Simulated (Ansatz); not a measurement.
`[CH3][In]([Cl])[Cl]` + H₂O → `[CH3][In-]([OH2+])([Cl])[Cl]`  (adduct formation)

Calculated with Ansatz (gas phase, PBE0-D4/def2-TZVP geometries, no zero-point term in ΔE). CCSD(T)/CBS is the MP2 limit (def2-TZVPP, def2-QZVPP) plus CCSD(T) − MP2 in def2-TZVPP, frozen cores. This one scheme is used for every species. DFT in def2-TZVPP. HSE06 is defined as in plane-wave codes. def2 core potentials past Kr. For In outer-core shells are correlated without core-valence functions, which leaves a few kJ/mol of doubt a bond. Each species was taken in one conformer, which may not be the lowest.

CCSD(T)/CBS gives -19.4 kcal/mol.

Q: Another level gave -13.3 kcal/mol. Which?
A. r2SCAN0-D4/def2-TZVPP
B. PBE0/def2-TZVPP
C. HSE06-D4/def2-TZVPP
D. BLYP/def2-TZVPP

A: D. BLYP -13.3, HSE06-D4 -18.6, r2SCAN0-D4 -20.2, PBE0 -17.3 kcal/mol.

Largest T1 diagnostic among the species: 0.012.

At CCSD(T), def2-SVP lies −4.5 kcal/mol from the extrapolated value and def2-TZVPP +0.6 kcal/mol. From BLYP to BHLYP (50 % exact exchange), in def2-TZVPP and without D4, ΔE moves by −3.8 kcal/mol. Leaving LDA and LC-ωPBE aside and taking each functional with its dispersion term where it has one, the values, not all of them listed here, spread over 3.3 kcal/mol, from r2SCAN0-D4 to revPBE-D4. LDA lies −7.3 kcal/mol from PBE without D4.
